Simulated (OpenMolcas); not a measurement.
An atom or ion with 7 electrons was computed by SS-CASPT2, IPEA 0.25 Eh, imaginary shift 0.1 Eh with spin-orbit coupling (OpenMolcas, ANO-RCC-VQZP, DKH2). The lowest levels that the run gave, each within 12 % of the measured value where one is at hand:

| J | Parity | E (cm⁻¹) | g |
| --- | --- | --- | --- |
| 3/2 | odd | 0.0 | 2.002 |
| 3/2 | odd | 19300 | 0.800 |
| 5/2 | odd | 19300 | 1.200 |
| 3/2 | odd | 28690 | 1.334 |
| 1/2 | odd | 28690 | 0.666 |
| 5/2 | even | 88380 | 1.601 |
| 3/2 | even | 88440 | 1.735 |
| 1/2 | even | 88480 | 2.671 |

Which ion is it, and what are the configurations and terms?

N I (Z = 7, neutral; active space 5 electrons in 4 orbitals (2s 2p)). J, parity and g give the terms where levels are pure, and mixed ones are named by the computed weights; the size of the splittings, set against known spectra of the 7-electron sequence, gives the charge. In order, with the measured energies in cm⁻¹ (NIST Handbook of Basic Atomic Spectroscopic Data): 2s² 2p³ ⁴S°_3/2, 2s² 2p³ ²D°_3/2 (19233), 2s² 2p³ ²D°_5/2 (19224), 2s² 2p³ ²P°_3/2 (28839), 2s² 2p³ ²P°_1/2 (28839), 2s 2p⁴ ⁴P_5/2 (88107), 2s 2p⁴ ⁴P_3/2 (88151), 2s 2p⁴ ⁴P_1/2 (88171).

CASPT2 does not keep the components of a term degenerate, so their means are used; among the terms shown or strongly mixed into the levels shown the widest spread is 180 cm-1 (2s² 2p³ ²D°). Computed and measured levels are paired by configuration, term and J; levels that our copy of the source lacks, or whose pairing is in doubt (as where it misses far off the trend of its configuration), stay unpaired and out of the deviations. Only configurations of the active space appear.

° marks odd parity.
